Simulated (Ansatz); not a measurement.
The cluster ScAu₄⁺, relaxed as a singlet with RKS B3LYP-D4/def2-SVP in Ansatz, starting from the GFN1-xTB geometry. Force threshold 0.02 eV/Å.

In the def2 sets Au takes a core potential; there is no spin–orbit coupling. The structure comes from a short search, and lower isomers may exist.

Start:

```xyz
5

Sc   -1.262    0.871   -1.008
Au    2.071    0.050    1.713
Au   -1.644   -1.695   -1.379
Au    0.524    1.872    0.468
Au    0.312   -1.098    0.206
```

(1) Estimate the energy that the relaxation releases and the steps that it takes.

(2) Does the start keep its bonding and symmetry?

(3) Predict the relaxed structure.

Answers

(1) 83.6 kJ/mol, in 22 steps; 90 s on 4 threads of Intel Xeon 6975P-C on a shared host. The force fell under the threshold at step 12, but the optimiser went on and released 0.011 eV more. No frequencies were taken in this run, so the end may be a saddle point.

(2) Bonds lost: Au4–Au5 (atoms count from 1). Bonds formed: Sc1–Au2 (atoms count from 1). Point group Cs at the start, Cs at the end, both within 0.05 Å.

(3) 
```
atom   x (Å)   y (Å)   z (Å)
 Sc1  -0.796   0.438  -0.027
 Au2   1.562   0.199   1.258
 Au3  -1.649  -1.321  -1.665
 Au4   0.475   2.642   0.174
 Au5   0.408  -1.957   0.259
```
Bond lengths (bridged metal pairs left out): 4 × Au–Sc 2.55 to 2.70 Å; 3 × Au–Au 2.64 to 2.89 Å.
